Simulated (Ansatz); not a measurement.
A short molecular-dynamics run on C$_{7}$H$_{12}$O$_{2}$ (`CCC(=O)CC(=O)CC`).

```yaml
crystal:
  periodic: [false, false, false]
  atoms:
    - {symbol: C, position_ang: [0.828934, 0.048682, -3.162017]}
    - {symbol: C, position_ang: [0.997982, -0.701012, -1.859200]}
    - {symbol: C, position_ang: [-0.256173, -0.784092, -1.035736]}
    - {symbol: O, position_ang: [-1.326626, -0.377783, -1.412411]}
    - {symbol: C, position_ang: [-0.092902, -1.368292, 0.360465]}
    - {symbol: C, position_ang: [0.181934, -0.202479, 1.300000]}
    - {symbol: O, position_ang: [1.304644, 0.203167, 1.466699]}
    - {symbol: C, position_ang: [-1.027803, 0.421958, 1.936011]}
    - {symbol: C, position_ang: [-0.730585, 1.685165, 2.713115]}
    - {symbol: H, position_ang: [0.522884, 1.080251, -2.980795]}
    - {symbol: H, position_ang: [0.059443, -0.413278, -3.782050]}
    - {symbol: H, position_ang: [1.764628, 0.062007, -3.723415]}
    - {symbol: H, position_ang: [1.770919, -0.256738, -1.219390]}
    - {symbol: H, position_ang: [1.335376, -1.732028, -2.027867]}
    - {symbol: H, position_ang: [0.757163, -2.049368, 0.402207]}
    - {symbol: H, position_ang: [-1.019060, -1.876528, 0.629124]}
    - {symbol: H, position_ang: [-1.482790, -0.346710, 2.574294]}
    - {symbol: H, position_ang: [-1.759680, 0.587213, 1.135260]}
    - {symbol: H, position_ang: [-0.307093, 2.452053, 2.062585]}
    - {symbol: H, position_ang: [-0.004957, 1.495556, 3.505255]}
    - {symbol: H, position_ang: [-1.640839, 2.082956, 3.164866]}
basis:
  gaussian: {orbitals: "6-31G*"}
hamiltonian: {xc: {name: PBE}}
md: {timestep: 2 fs, n_steps: 20, ensemble: nvt_langevin, temperature: 300, initial_velocities: maxwell_boltzmann, friction: 0.01, seed: 575}
```

```sh
$ ansatz run in.yaml --threads 4 --pin off --events-out ev --progress --plain --max-ram 66560MiB --backend cpu
```

```
step  time (fs)  potential energy (eV)  kinetic (eV)  T (K)  conserved (eV)
   0        0.0            -11534.5497        0.7756    286               –
   1        2.0            -11534.2519        0.5743    212               –
   2        4.0            -11534.1071        0.4162    153               –
   3        6.0            -11534.2018        0.4114    152               –
   4        8.0            -11534.0189        0.3436    127               –
   5       10.0            -11534.2673        0.5174    191               –
   6       12.0            -11534.3143        0.6033    222               –
   7       14.0            -11534.1561        0.5161    190               –
   8       16.0            -11534.2006        0.5523    203               –
   9       18.0            -11534.0699        0.4221    155               –
  10       20.0            -11534.1543        0.5116    188               –
  11       22.0            -11534.2852        0.5823    215               –
  12       24.0            -11534.1779        0.5522    203               –
  13       26.0            -11534.1465        0.5243    193               –
  14       28.0            -11534.0786        0.4282    158               –
  15       30.0            -11534.0124        0.3620    133               –
  16       32.0            -11534.1820        0.4812    177               –
  17       34.0            -11534.2115        0.5058    186               –
  18       36.0            -11534.1665        0.4820    178               –
  19       38.0            -11534.1520        0.4482    165               –
  20       40.0            -11534.0892        0.4129    152               –
```

Velocities are drawn at the set temperature; a run this short doesn't reach equilibrium.

Frames (Å, forces in eV/Å):

```xyz
21
time=0.0 fs
C     0.829    0.049   -3.162    0.038   -0.001   -0.017
C     0.998   -0.701   -1.859    0.084    0.005   -0.036
C    -0.256   -0.784   -1.036    1.053   -0.518    0.343
O    -1.327   -0.378   -1.412   -1.693    0.679   -0.604
C    -0.093   -1.368    0.360   -0.009   -0.135    0.035
C     0.182   -0.202    1.300   -1.118   -0.487   -0.083
O     1.305    0.203    1.467    1.780    0.677    0.253
C    -1.028    0.422    1.936   -0.082    0.032    0.026
C    -0.731    1.685    2.713   -0.038    0.012    0.015
H     0.523    1.080   -2.981   -0.108    0.355    0.048
H     0.059   -0.413   -3.782   -0.267   -0.150   -0.216
H     1.765    0.062   -3.723    0.309    0.016   -0.207
H     1.771   -0.257   -1.219    0.296    0.140    0.215
H     1.335   -1.732   -2.028    0.163   -0.338   -0.073
H     0.757   -2.049    0.402    0.279   -0.259    0.036
H    -1.019   -1.877    0.629   -0.309   -0.208    0.086
H    -1.483   -0.347    2.574   -0.200   -0.237    0.223
H    -1.760    0.587    1.135   -0.284    0.052   -0.265
H    -0.307    2.452    2.063    0.149    0.271   -0.212
H    -0.005    1.496    3.505    0.253   -0.057    0.271
H    -1.641    2.083    3.165   -0.298    0.152    0.162
21
time=4.0 fs
C     0.825    0.042   -3.158    0.539    1.281   -2.615
C     0.974   -0.705   -1.878    3.410   -0.707    0.646
C    -0.239   -0.790   -1.036   -1.621    0.378   -0.230
O    -1.359   -0.387   -1.413    1.272   -0.347    0.340
C    -0.074   -1.359    0.359   -0.609   -0.694    0.163
C     0.186   -0.216    1.306   -0.014    1.206    0.361
O     1.325    0.209    1.460    0.340    0.025    0.131
C    -1.039    0.447    1.949    0.125   -1.291   -1.422
C    -0.735    1.694    2.733   -0.430    0.653   -0.154
H     0.522    1.109   -2.930   -0.099   -0.876   -0.349
H     0.083   -0.425   -3.916    0.831    0.669    1.210
H     1.841    0.166   -3.741   -1.529   -0.456    1.046
H     1.923   -0.276   -1.284   -1.984   -0.403   -0.537
H     1.423   -1.748   -2.037   -0.809    0.609    0.028
H     0.768   -2.043    0.453    0.378   -0.280   -0.180
H    -1.009   -1.889    0.610    0.023    0.052    0.034
H    -1.443   -0.396    2.540   -0.362    0.201    0.416
H    -1.762    0.530    1.085    0.193    0.303    0.590
H    -0.341    2.511    2.072   -0.184   -0.480    0.347
H     0.044    1.453    3.472   -0.096    0.247    0.184
H    -1.677    2.063    3.214    0.626   -0.089   -0.008
21
time=8.0 fs
C     0.830    0.042   -3.175   -0.735    0.771    1.030
C     0.988   -0.717   -1.896   -1.015   -1.015   -1.034
C    -0.245   -0.792   -1.034   -1.315    0.426   -0.753
O    -1.377   -0.397   -1.406    1.850   -0.518    0.519
C    -0.065   -1.361    0.360    0.252   -1.601    0.580
C     0.189   -0.215    1.306    1.066    1.698    0.608
O     1.347    0.219    1.451   -1.157   -0.470    0.000
C    -1.049    0.457    1.948    0.842   -2.202    0.323
C    -0.732    1.704    2.746   -0.145    0.054   -0.379
H     0.500    1.041   -2.926   -0.627    0.699    0.109
H     0.176   -0.348   -3.907   -1.187   -0.811   -0.845
H     1.743    0.224   -3.640    2.278   -0.001   -1.038
H     1.837   -0.346   -1.415    1.448    1.376    1.862
H     1.406   -1.718   -2.045   -0.460   -0.862   -0.301
H     0.834   -2.063    0.497   -1.059    0.701   -0.524
H    -1.019   -1.887    0.603    0.428    0.116    0.044
H    -1.475   -0.399    2.589    0.227    0.998   -0.359
H    -1.744    0.502    1.112   -0.645    0.556   -0.317
H    -0.372    2.531    2.107   -0.031   -0.136   -0.032
H     0.073    1.468    3.452    0.006    0.106    0.244
H    -1.635    2.047    3.265   -0.022    0.115    0.262
21
time=12.0 fs
C     0.831    0.053   -3.184    0.475    0.817   -1.464
C     0.990   -0.736   -1.929    0.724    0.014    1.364
C    -0.263   -0.792   -1.040    0.249   -0.209   -0.313
O    -1.382   -0.408   -1.386    0.630   -0.024    0.054
C    -0.054   -1.383    0.368   -0.310    1.331   -0.309
C     0.205   -0.200    1.300    0.372    0.695    0.431
O     1.363    0.224    1.436   -1.037   -0.221    0.039
C    -1.043    0.439    1.947    0.743    0.659   -0.930
C    -0.727    1.704    2.754    0.004    0.057   -0.141
H     0.415    1.041   -2.914   -0.009    0.019   -0.148
H     0.137   -0.376   -3.962    0.612    0.103    0.556
H     1.870    0.255   -3.619   -1.204   -0.317    0.102
H     1.870   -0.265   -1.348   -1.140   -0.622   -0.171
H     1.319   -1.788   -2.082   -0.077    0.100   -0.086
H     0.809   -1.996    0.482    0.926   -0.945   -0.274
H    -0.972   -1.888    0.591   -0.795   -0.592    0.486
H    -1.481   -0.267    2.629   -0.416   -0.991    0.498
H    -1.789    0.537    1.106    0.333    0.234    0.520
H    -0.390    2.549    2.150    0.061    0.163   -0.452
H     0.102    1.510    3.448    0.011   -0.157    0.159
H    -1.593    2.060    3.329   -0.154   -0.115    0.076
21
time=16.0 fs
C     0.843    0.080   -3.209   -0.692    0.205    0.237
C     0.990   -0.757   -1.950   -0.322   -0.244    1.355
C    -0.286   -0.798   -1.051    1.856   -1.035    0.324
O    -1.386   -0.420   -1.367   -1.183    0.668   -0.592
C    -0.049   -1.394    0.376    0.057   -0.369   -0.192
C     0.222   -0.178    1.291   -1.037   -1.125    0.080
O     1.367    0.219    1.421    0.249    0.568    0.234
C    -1.030    0.420    1.934   -0.416    1.230    1.081
C    -0.723    1.707    2.757    0.581    0.538    0.137
H     0.360    1.057   -2.935    0.498   -0.423   -0.246
H     0.170   -0.383   -3.959    0.344    0.010    0.060
H     1.860    0.230   -3.592   -0.076    0.248   -0.503
H     1.780   -0.255   -1.280   -0.564   -1.052   -0.626
H     1.220   -1.873   -2.131    0.212    1.372    0.183
H     0.886   -2.026    0.430   -0.828    0.304   -0.192
H    -0.989   -1.971    0.630    0.838    0.481    0.032
H    -1.528   -0.244    2.707    0.509   -0.213   -0.999
H    -1.801    0.610    1.131    0.485   -0.240    0.434
H    -0.399    2.578    2.148   -0.122   -0.337   -0.143
H     0.127    1.546    3.466   -0.340   -0.206   -0.343
H    -1.564    2.076    3.381   -0.050   -0.381   -0.320
21
time=20.0 fs
C     0.854    0.102   -3.233   -0.068   -1.581    1.117
C     0.978   -0.775   -1.957   -3.111    1.420   -0.636
C    -0.296   -0.818   -1.060    0.755   -0.767    0.379
O    -1.404   -0.433   -1.356   -0.779    0.531   -0.544
C    -0.042   -1.406    0.384    0.567    0.672   -1.030
C     0.228   -0.171    1.282   -1.413   -1.644    0.055
O     1.365    0.220    1.408    0.949    0.907    0.269
C    -1.022    0.417    1.940    0.677    1.556    1.300
C    -0.713    1.718    2.761    0.018   -0.510   -0.191
H     0.364    1.019   -2.985   -0.292    1.103    0.162
H     0.237   -0.408   -3.958   -0.383   -0.283   -0.621
H     1.841    0.252   -3.641    0.603    0.326   -0.389
H     1.649   -0.347   -1.285    2.166    0.568    1.336
H     1.172   -1.797   -2.154    0.844   -1.505   -0.334
H     0.869   -2.024    0.330   -0.024   -0.011    0.280
H    -0.910   -1.996    0.672   -0.369   -0.079    0.178
H    -1.517   -0.275    2.650    0.229   -0.420   -0.368
H    -1.752    0.652    1.171   -0.452   -0.124   -0.589
H    -0.435    2.563    2.129    0.107    0.191   -0.351
H     0.115    1.560    3.452    0.485   -0.220    0.106
H    -1.535    2.051    3.403   -0.509   -0.131   -0.126
21
time=24.0 fs
C     0.862    0.097   -3.248    0.235    0.308   -0.611
C     0.939   -0.779   -1.965    1.456    0.239    1.141
C    -0.305   -0.844   -1.067   -0.692   -0.068    0.255
O    -1.428   -0.435   -1.349    0.396    0.072   -0.320
C    -0.033   -1.403    0.382   -0.595    0.325   -1.079
C     0.223   -0.179    1.271   -0.213   -0.588    0.364
O     1.366    0.235    1.392    0.272    0.505    0.087
C    -1.008    0.426    1.967    0.351    1.080   -1.050
C    -0.696    1.728    2.764   -0.053   -0.592   -0.211
H     0.341    1.094   -3.025    0.656   -1.105   -0.301
H     0.251   -0.448   -4.033    0.370    0.557    0.644
H     1.906    0.306   -3.751   -1.652   -0.364    1.119
H     1.748   -0.411   -1.178   -1.019   -0.420   -1.503
H     1.260   -1.846   -2.193   -0.252    0.809    0.145
H     0.846   -2.018    0.260    0.747   -0.357    0.529
H    -0.884   -2.025    0.717   -0.033    0.262   -0.135
H    -1.465   -0.379    2.544   -0.203   -0.171    0.469
H    -1.746    0.650    1.144    0.280   -0.235    0.376
H    -0.451    2.578    2.080   -0.048   -0.470    0.351
H     0.151    1.547    3.449    0.071    0.145   -0.148
H    -1.558    2.007    3.391   -0.073    0.070   -0.123
21
time=28.0 fs
C     0.868    0.089   -3.270   -1.619   -0.763    1.445
C     0.909   -0.777   -1.963    1.430   -0.803   -0.718
C    -0.320   -0.871   -1.072   -0.978    0.538   -0.038
O    -1.445   -0.436   -1.346    0.839   -0.294   -0.132
C    -0.024   -1.392    0.366    0.232   -1.446   -0.758
C     0.216   -0.196    1.258    1.391    1.134    0.795
O     1.368    0.254    1.376   -0.742   -0.225   -0.123
C    -0.982    0.447    1.981    0.122   -1.902   -0.613
C    -0.677    1.727    2.771   -0.184   -0.934    0.114
H     0.394    1.051   -3.093   -0.407    0.387    0.219
H     0.304   -0.416   -4.048   -0.609   -0.308   -0.229
H     1.786    0.309   -3.735    2.013    0.069   -0.214
H     1.721   -0.503   -1.255   -0.042    0.681   -0.088
H     1.336   -1.817   -2.209   -0.960    0.718    0.115
H     0.912   -2.031    0.269   -0.782    0.626    0.557
H    -0.873   -2.024    0.738    0.340    0.395   -0.362
H    -1.432   -0.489    2.496    0.335    1.492    0.151
H    -1.704    0.605    1.169   -0.389    0.246   -0.170
H    -0.485    2.557    2.070    0.192   -0.076    0.138
H     0.194    1.553    3.442   -0.310    0.304   -0.250
H    -1.576    1.975    3.359    0.128    0.160    0.161
21
time=32.0 fs
C     0.863    0.073   -3.275    0.089    0.089    0.145
C     0.885   -0.781   -1.969    0.149    1.214   -0.802
C    -0.347   -0.892   -1.073    0.506    0.727   -0.179
O    -1.452   -0.439   -1.345   -0.041   -0.195   -0.127
C    -0.012   -1.396    0.346   -0.297    0.307   -0.224
C     0.223   -0.195    1.255    1.285    1.316    0.346
O     1.366    0.270    1.357   -0.440   -0.278   -0.073
C    -0.957    0.445    1.981    0.423   -0.831   -1.092
C    -0.668    1.713    2.783   -0.930   -0.485   -0.654
H     0.378    1.039   -3.109   -0.208    0.264    0.174
H     0.286   -0.423   -4.065   -0.132   -0.165   -0.096
H     1.874    0.321   -3.721   -0.590   -0.543    0.705
H     1.708   -0.479   -1.330    0.352    0.829    0.730
H     1.292   -1.729   -2.218    0.017   -1.912   -0.431
H     0.899   -1.986    0.350    0.391   -0.338    0.000
H    -0.846   -1.965    0.723   -0.672   -0.568    0.163
H    -1.381   -0.420    2.494   -0.346   -0.086    0.978
H    -1.700    0.570    1.179   -0.316    0.428   -0.176
H    -0.498    2.543    2.096    0.258    0.273   -0.252
H     0.197    1.607    3.420    0.460   -0.091    0.498
H    -1.574    1.971    3.346    0.041    0.045    0.366
21
time=36.0 fs
C     0.862    0.058   -3.276   -0.944    0.330   -0.725
C     0.869   -0.775   -1.993    2.113   -0.715    0.664
C    -0.375   -0.906   -1.078    2.535    0.728   -0.152
O    -1.458   -0.441   -1.342   -1.354    0.146   -0.293
C    -0.004   -1.398    0.332   -1.082   -0.565    0.739
C     0.247   -0.177    1.254   -0.811   -0.129   -0.261
O     1.363    0.285    1.339    1.190    0.440    0.117
C    -0.941    0.427    1.965   -0.624   -0.148    0.058
C    -0.666    1.692    2.794    0.686    0.712   -0.985
H     0.343    1.041   -3.110    0.406   -0.458   -0.030
H     0.249   -0.454   -4.092    0.801    0.456    0.638
H     1.922    0.270   -3.632   -1.068   -0.349    0.243
H     1.749   -0.349   -1.317   -1.562   -0.852   -0.772
H     1.221   -1.843   -2.256   -0.313    1.055    0.471
H     0.933   -1.983    0.416   -0.355   -0.093   -0.410
H    -0.905   -1.969    0.706    0.759    0.223   -0.130
H    -1.399   -0.355    2.604    0.107   -0.113    0.013
H    -1.731    0.580    1.176    0.369    0.117    0.358
H    -0.458    2.552    2.095   -0.191   -0.463    0.420
H     0.238    1.656    3.451   -0.536   -0.403   -0.234
H    -1.557    1.952    3.371   -0.126    0.080    0.270
21
time=40.0 fs
C     0.850    0.048   -3.284   -1.500   -0.725    1.032
C     0.879   -0.780   -2.009   -1.861   -1.156   -0.306
C    -0.379   -0.914   -1.093    1.845    1.171   -0.127
O    -1.473   -0.445   -1.337   -0.795   -0.110   -0.255
C    -0.007   -1.393    0.325   -0.241   -0.472    0.465
C     0.263   -0.162    1.251   -1.533   -1.067   -0.527
O     1.371    0.304    1.321    1.644    0.713    0.155
C    -0.934    0.411    1.953   -0.065   -0.087    2.356
C    -0.659    1.675    2.790   -0.361    0.171   -0.093
H     0.368    0.999   -3.126   -0.221    0.826    0.148
H     0.311   -0.452   -4.071   -0.325   -0.388   -0.741
H     1.863    0.170   -3.536    1.689    0.471   -0.902
H     1.600   -0.335   -1.364    1.234    0.038    1.033
H     1.119   -1.843   -2.250    0.551    0.304    0.223
H     0.927   -1.998    0.407   -0.449    0.093   -0.422
H    -0.885   -1.970    0.679    0.238    0.065    0.189
H    -1.400   -0.313    2.710    0.523    0.110   -1.151
H    -1.692    0.602    1.207   -0.692    0.032   -0.591
H    -0.429    2.517    2.147   -0.113    0.579   -0.433
H     0.202    1.642    3.463    0.234   -0.607    0.191
H    -1.551    1.917    3.406    0.196    0.038   -0.244
```

Run time 48 s (4 threads of an AMD EPYC 7R13 on a shared host); peak host memory 0.28 GiB.
